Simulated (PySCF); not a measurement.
## Relaxation of singlet CaBr2

Level of theory: PBE0 in PySCF with Ca def2-TZVP, Br def2-TZVP; no relativity; density-fitted integrals. A (50,194) grid was used.

A hand-made linear start, of D∞h symmetry, held to at least that symmetry:

Coordinates in bohr (charge 0 multiplicity 1):
```
Ca    0.0000    0.0000    0.0000
Br    0.0000    0.0000    5.3857
Br    0.0000    0.0000   -5.3857
```

Optimiser trace:
| step | E − E(last) (kJ/mol) | largest gradient (Eh/bohr) |
| --- | --- | --- |
| 0 | 37.73 | 0.02755 |
| 1 | 14.89 | 0.01906 |
| 2 | 0.96 | 0.00608 |
| 3 | 0.07 | 0.00164 |
| 4 | 0.00 | 0.00006 |

It ends at D∞h with Ca–Br 2.611 Å (×2); Br–Ca–Br 180.0° (after a last refinement on a finer grid). A frequency run shows a minimum.

The relaxation took roughly 50 core-seconds on a shared host.
